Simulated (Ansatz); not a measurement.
Cartesian coordinates in Å:
```
C 0.371 -0.803 -0.238
Ge -0.027 1.113 -0.187
Br -0.286 1.719 2.040
H 0.467 -1.128 -1.275
H -0.448 -1.344 0.240
H 1.299 -1.006 0.296
H -1.377 1.450 -0.877
```

The species carries charge 0 and has multiplicity 2.

Problem. List the B3LYP/def2-TZVPP orbital energies in eV (Ansatz 0.2.0). (Estimate.)

Solution. Ansatz gave: α occupied: -13138.89, -10850.91, -1700.53, -1532.24, -1532.19, -1532.17, -1355.24, -1206.18, -1206.15, -1206.11, -277.18, -236.32, -177.19, -177.01, -176.98, -169.77, -120.09, -120.01, -119.91, -71.47, -71.42, -71.40, -71.26, -71.26, -33.63, -33.59, -33.51, -33.50, -33.45, -20.97, -19.54, -14.36, -11.77, -11.74, -9.75, -9.49, -8.43, -7.90, -5.98. α empty: -0.48, 0.59, 1.04, 2.14, 2.51, 2.67, 4.05, 4.42. β occupied: -13138.88, -10850.87, -1700.53, -1532.23, -1532.17, -1532.17, -1355.22, -1206.15, -1206.11, -1206.09, -277.14, -236.30, -177.17, -176.99, -176.97, -169.71, -120.03, -119.91, -119.88, -71.45, -71.40, -71.39, -71.25, -71.25, -33.56, -33.49, -33.48, -33.41, -33.38, -20.83, -19.41, -13.88, -11.73, -11.61, -9.49, -9.28, -8.17, -7.81. β empty: -3.41, -0.22, 0.73, 1.30, 2.39, 2.54, 2.72, 4.28. ⟨S²⟩ = 0.752.

B3LYP here is the variant with VWN-RPA as its local correlation; programs differ in this.
